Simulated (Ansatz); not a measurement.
H3FSi2, SMILES `F[Si][SiH3]` (excited triplet) (charge 0, multiplicity 3). This triplet is an excited state, 1.07 eV above the relaxed singlet at the level frozen-core CCSD(T)/cc-pVTZ // PBE0-D3(BJ)/def2-TZVP (Ansatz, a quantum-chemistry and plane-wave program).

The numbers are results of Ansatz with BLYP/cc-pVTZ // PBE0-D3(BJ)/def2-TZVP, not measurements.

Ansatz 0.2 input:
```yaml
crystal:
  periodic: [false, false, false]
  atoms:
    - { symbol: F, position_ang: [2.64676, 0.43015, 0.281908] }
    - { symbol: Si, position_ang: [1.54956, -0.623008, -0.255207] }
    - { symbol: Si, position_ang: [-0.69434, -0.016521, -0.027685] }
    - { symbol: H, position_ang: [-1.405328, -1.183238, -0.608326] }
    - { symbol: H, position_ang: [-1.017281, 1.220881, -0.787419] }
    - { symbol: H, position_ang: [-1.079372, 0.171736, 1.39673] }
basis:
  gaussian: { orbitals: cc-pVTZ }
hamiltonian:
  xc: blyp
magnetization:
  spin_polarized: true
  initial_magnetization: 2
```

Output:

```
Functional definition: BLYP
876 factors; their error is unknown
mean field evaluation 1: about -18518.1984 eV, gradient 2.7e1 eV
mean field evaluation 2: about -18505.6055 eV, gradient 7.0e1 eV
mean field evaluation 4: about -18520.8522 eV, gradient 4.4e0 eV
mean field evaluation 8: about -18521.0020 eV, gradient 6.6e-2 eV
mean field evaluation 16: about -18520.9495 eV, gradient 2.5e-5 eV
mean field -18520.94949890 eV, -680.6323401341 hartree, gradient 2.5e-5 eV, S^2 2.002477; 0 other end points of the search recorded, 0 dependent functions left out
reference -18520.94981668 eV, -680.6323518125 hartree; 21, 19 occupied and 119, 121 virtual orbitals, 876 factors
Total energy: -18520.94981668 eV, -680.6323518125 hartree
```
